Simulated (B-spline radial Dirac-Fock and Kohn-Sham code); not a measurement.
# I 5p3/2: cross section and angular parameters

System: the free iodine atom, [Kr] 4d10 5s2 5p5; threshold 9.23 eV (orbital energy of the model). Model: Dirac-Hartree-Slater photoionisation with a Latter tail; cross sections with all multipoles, angular parameters from the dipole term and its interference with E2. Program: a radial B-spline solver.

For linearly polarised light dσ/dΩ = σ/(4π) [1 + β P₂(cos θ) + (δ + γ cos²θ) sin θ cos φ], with θ from the polarisation vector and φ the angle between the beam and the projection of the electron momentum on the plane normal to the polarisation.

```tsv
hν (eV)	σ (kb)	β	γ	δ
58.5	207	0.276	0.272	-0.031
67.4	152	-0.020	0.194	-0.024
70.4	139	-0.078	0.163	-0.021
80	113	-0.156	0.073	-0.009
100	84.1	-0.054	-0.035	0.011
106	78.8	0.005	-0.048	0.015
134	62.1	0.305	-0.042	0.025
150	55.8	0.463	-0.014	0.027
300	27.6	1.218	0.196	0.014
349	23.1	1.325	0.209	0.010
359	22.3	1.343	0.209	0.009
405	19.2	1.413	0.205	0.007
755	7.95	1.647	0.071	0.000
819	6.98	1.665	0.050	0.000
982	5.17	1.695	0.007	0.000
1060	4.53	1.705	-0.007	0.000
2000	1.39	1.723	0.021	0.003
2830	0.673	1.693	0.174	0.006
4000	0.311	1.638	0.419	0.012
5414.7	0.151	1.572	0.700	0.021
5680	0.134	1.560	0.750	0.023
6000	0.117	1.546	0.807	0.025
7770	?	?	?	?
8510	0.0471	1.442	1.197	0.047
9251.7	0.0376	1.414	1.295	0.054
9410	0.0359	1.408	1.315	0.055
9550	0.0345	1.403	1.332	0.057
10000	0.0304	1.387	1.387	0.061
10800	0.0246	1.359	1.478	0.069
12100	0.0178	1.316	1.613	0.082
```

Problem. Give the values at 7770 eV.

Solution. σ = 0.0600 kb, β = 1.471, γ = 1.092, δ = 0.040.

Values without a named source are computed, but for edge energies of neutral atoms, which are taken from tables.
